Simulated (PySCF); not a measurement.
# C₆ coefficients of unlike pairs at PBE0

Calculated with PySCF 2.14 from the dipole response of each species, C₆(A,B) = (3/π) ∫ α_A(iu) α_B(iu) du, in atomic units, from isotropic polarisabilities. For ions this is the dispersion term alone; charge-induced terms of lower order in 1/R come first.

```
species           configuration                                                                                              basis      relativity  α (bohr³)  C₆ (like pair)
   Ne³⁺       [He] 2s2 2p3 (4S)                                                                               dyall-av2z (11s7p2d)            none     0.6906          0.6060
   Se³⁺  [Ar] 3d10 4s2 4p1 (2P)                                                                          aug-cc-pVTZ-DK (7s6p4d2f)   spin-free X2C      6.565           22.32
      N       [He] 2s2 2p3 (4S)                                                                       aug-cc-pCVQZ-DK (9s8p6d4f2g)   spin-free X2C      7.755           26.21
    Zr⁺       [Kr] 4d2 5s1 (4F)  aug-cc-pVTZ-PP with one added diffuse shell each of s, p, d, f, g type with ECP28MDF (7s7p6d4f3g)  core potential      60.64           521.3
```

Q: Estimate C₆ for Zr⁺ with N.

A: The integral gives 105.7. The combination rule 2 C_A C_B / (C_A α_B/α_A + C_B α_A/α_B) gives 100.6 and the geometric mean 116.9.

No spin-orbit coupling is included.

The other pairs:

```csv
pair,C₆
"N, Ne³⁺",3.501
"Se³⁺, Ne³⁺",3.289
"Zr⁺, Se³⁺",94.83
"Zr⁺, Ne³⁺",12.22
"N, Se³⁺",24.14
```
